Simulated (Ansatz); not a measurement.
Reactions of F₂H₆N₂Si₂, SMILES `N[SiH2][Si](N)(F)F`.

Calculated with Ansatz (gas phase, PBE0-D4/def2-TZVP geometries, no zero-point term in ΔE). CBS: MP2 limit from def2 TZ/QZ plus the TZ coupled-cluster correction, frozen cores. This one scheme is used for every species. DFT in def2-TZVPP. def2 core potentials past Kr. For Sb, Se, Te outer-core shells are correlated without core-valence functions, which leaves a few kJ/mol of doubt a bond. Scalar relativity is left out up to krypton. Each species was taken in one conformer, which may not be the lowest.

| reaction | CCSD(T)/CBS(def2) (kcal/mol) |
| --- | --- |
| `N[SiH2][Si](N)(F)F` + `[SbH3]` → `N[SiH2][SbH2]` + `N[SiH](F)F` | -11.8 |
| `N[SiH2][Si](N)(F)F` + `[AlH2][SeH]` → `N[SiH2][AlH][SeH]` + `N[SiH](F)F` | -2.8 |
| `N[SiH2][Si](N)(F)F` + SiH₄ → `N[Si](F)(F)[SiH3]` + `N[SiH3]` | ? |
| `N[SiH2][Si](N)(F)F` + `B[TeH]` → `B[Te][SiH2]N` + `N[SiH](F)F` | -18.9 |
| `N[SiH2][Si](N)(F)F` + `N[Si](O)(Cl)Cl` → `N[SiH2]O[Si](N)(Cl)Cl` + `N[SiH](F)F` | -35.9 |

**Question.** Fill in the missing values. (Best estimate.)

**Answer.** Ansatz gave: `N[SiH2][Si](N)(F)F` + SiH₄ → `N[Si](F)(F)[SiH3]` + `N[SiH3]`: -0.5 kcal/mol.

Largest T1 diagnostic: 0.015, for `B[TeH]`.
